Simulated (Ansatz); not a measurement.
C$_{3}$H$_{11}$Si$_{3}$ (SMILES C1[SiH]C[SiH2]C[SiH2]1), doublet, at a GFN2-xTB geometry; Ansatz (an electronic-structure program) with B3LYP5/6-31G*.

The Ansatz input:
Ansatz 0.2 input:
```yaml
crystal:
  periodic: [false, false, false]
  atoms:
    - {symbol: C, position_ang: [1.59690010, -0.40389592, -0.87454284]}
    - {symbol: Si, position_ang: [0.38168798, -1.79328617, -0.41317676]}
    - {symbol: C, position_ang: [-1.40740376, -1.14605160, -0.42875095]}
    - {symbol: Si, position_ang: [-1.66324825, 0.39168338, 0.66488422]}
    - {symbol: C, position_ang: [-0.40069742, 1.71482539, 0.15444563]}
    - {symbol: Si, position_ang: [1.41169913, 1.15129019, 0.20860994]}
    - {symbol: H, position_ang: [1.45808970, -0.12386494, -1.91927229]}
    - {symbol: H, position_ang: [2.61703462, -0.77693359, -0.79597514]}
    - {symbol: H, position_ang: [0.72037442, -2.38003027, 0.89250314]}
    - {symbol: H, position_ang: [-1.70389493, -0.90497264, -1.45008304]}
    - {symbol: H, position_ang: [-2.07940002, -1.93709775, -0.09909742]}
    - {symbol: H, position_ang: [-1.46614823, 0.02847458, 2.07520482]}
    - {symbol: H, position_ang: [-3.03095612, 0.91002649, 0.49775350]}
    - {symbol: H, position_ang: [-0.63513323, 2.05845823, -0.85339539]}
    - {symbol: H, position_ang: [-0.51907981, 2.58265774, 0.80140682]}
    - {symbol: H, position_ang: [1.79696053, 0.83456306, 1.59101033]}
    - {symbol: H, position_ang: [2.28741554, 2.22382826, -0.29140999]}
basis:
  gaussian:
    orbitals: 6-31G*
hamiltonian:
  xc: b3lyp5
magnetization: {spin_polarized: true, initial_magnetization: 1}
```

Question: What does Ansatz print? Leave out banner, timings and long lists.

Answer: 
```
Functional definition: B3LYP5
1273 factors; integrals over basis functions are off by at most 6.8e-4 eV
mean field evaluation 1: about -26903.7384 eV, gradient 5.1e1 eV
mean field evaluation 2: about -26893.0785 eV, gradient 6.4e1 eV
mean field evaluation 4: about -26915.8056 eV, gradient 1.6e0 eV
mean field evaluation 8: about -26916.0881 eV, gradient 1.9e-1 eV
mean field evaluation 16: about -26916.0883 eV, gradient 8.8e-5 eV
mean field -26916.08826816 eV, -989.1479994751 hartree, gradient 4.4e-5 eV, S^2 0.751429; 0 other end points of the search recorded, 0 dependent functions left out
reference -26916.08855971 eV, -989.1480101894 hartree; 36, 35 occupied and 88, 89 virtual orbitals, 1273 factors
Total energy: -26916.08855971 eV, -989.1480101894 hartree
```
